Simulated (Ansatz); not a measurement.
The same path of ClFGeH$_{2}$ (5 atoms, charge 0, multiplicity 1) was run twice with different band settings. Lost on the way: Ge1–H2, Ge1–F3. Made: H2–F3.

Level of theory: RKS B3LYP-D4/def2-TZVP in Ansatz.

Relaxed end points:

```xyz
5
Properties=species:S:1:pos:R:3
Ge 0.181 0.021 0.228
H 0.208 -0.068 1.755
F 1.836 -0.020 -0.312
H -0.461 1.260 -0.398
Cl -0.764 -1.741 -0.565
```

```xyz
5
Properties=species:S:1:pos:R:3
Ge -0.791 0.615 0.539
H 1.314 -0.810 0.439
F 1.545 0.035 0.795
H -0.356 1.172 -0.898
Cl -0.713 -1.558 -0.166
```

Common settings: movable images 5; climbing image yes; optimiser quadratic models (default); start path through a guess of the saddle point; force threshold 0.03 eV/Å; iteration limit 60; end points relaxed.

| run | spring |
| --- | --- |
| 1 | 5.0 eV/Å² |
| 2 | 2.0 to 10.0 eV/Å², energy-weighted |

(1) What does each run give, and how far can it be trusted?

Results:

(1) Run 1: converged after 12 iterations, highest image 2.542 eV above the first end. Neighbouring images differ by up to 1.7 eV, so the band resolves the path poorly. A vibrational analysis at the climbing image gives one clearly imaginary mode, 1351i cm⁻¹: a first-order saddle point.
Run 2: converged after 10 iterations, highest image 2.542 eV above the first end. Neighbouring images differ by up to 1.7 eV, so the band resolves the path poorly. Another band between the same ends (5 images) ends at a top of the same energy, where a vibrational analysis finds 1 clearly imaginary mode.
The orbitals stay closed-shell, which can raise the energy where a bond breaks towards radicals; this wasn't checked here.
